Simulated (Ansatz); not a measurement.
Program: Ansatz. Geometries: PBE0-D4/def2-TZVP. ΔE: electronic, gas phase. CCSD(T)/CBS is the MP2 limit (def2-TZVPP, def2-QZVPP) plus CCSD(T) − MP2 in def2-TZVPP, frozen cores. DFT in def2-TZVPP. HSE06 is defined as in plane-wave codes. def2 core potentials past Kr. For I, Se outer-core shells are correlated without core-valence functions, which leaves a few kJ/mol of doubt a bond. Scalar relativity is left out up to krypton. Each species was taken in one conformer, which may not be the lowest.

`C=CBI` + `B[Se]CF` → `FCBI` + `B[Se]C=C`  (redistribution)

Q: Is it downhill or uphill in electronic energy at CCSD(T)/CBS, and by how much? (An estimate is asked.)

A: Ansatz gave: Uphill: ΔE = +20.0 kJ/mol.

Q: What do these levels give: LDA (SPW92), revPBE-D4, B97M-V, HSE06-D4, BHLYP-D4, ωB97X-V, PBE-QIDH, BHLYP, RPA@PBE/def2-TZVPP, MP2/def2-SVP, HF/CBS(def2), MP2/CBS(def2)? (Best estimate.)

A: Computed: LDA (SPW92) 13.7, revPBE-D4 18.6, B97M-V 18.2, HSE06-D4 18.4, BHLYP-D4 20.6, ωB97X-V 18.4, PBE-QIDH 19.4, BHLYP 21.8, RPA@PBE/def2-TZVPP 22.6, MP2/def2-SVP 19.9, HF/CBS(def2) 25.9, MP2/CBS(def2) 20.1 kJ/mol.

Largest T1 diagnostic among the species: 0.013.

Leaving LDA and LC-ωPBE aside and taking each functional with its dispersion term where it has one, the values, not all of them listed here, spread over 3.2 kJ/mol, from PBE-D4 to B2PLYP. LDA lies −5.1 kJ/mol from PBE without D4. In def2-TZVPP, CCSD(T) changes the Hartree–Fock value by −5.9 kJ/mol (the triples alone add +0.5 kJ/mol) and MP2 by −5.8 kJ/mol.
